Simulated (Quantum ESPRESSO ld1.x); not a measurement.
Problem. Species: the technetium ion Tc32+. Configuration: [Ne] 3s1. Method: scalar-relativistic Kohn-Sham, LDA (Slater exchange, Perdew-Zunger correlation), spin-polarised, spherical densities, point nucleus; open shells are filled with parallel spins first; computed with ld1.x of Quantum ESPRESSO 7.5. Some entries of the table are withheld. Estimate them.

orbital  occ.  eigenvalue (eV)  <r> (bohr)  <1/r> (bohr^-1)
1s up       1              (1)     0.03429            44.68
1s down     1              (2)     0.03429            44.68
2s up       1         -4658.13      0.1470            10.27
2s down     1         -4655.63      0.1469            10.27
2p up       3         -4368.41         (3)            9.956
2p down     3         -4366.19         (4)            9.959
3s up       1         -1876.57      0.3553            4.189
3s down     0         -1860.32      0.3550            4.196

Solution. 
(1) 1s up eigenvalue (eV): -22629.7
(2) 1s down eigenvalue (eV): -22627.5
(3) 2p up <r> (bohr): 0.1276
(4) 2p down <r> (bohr): 0.1275
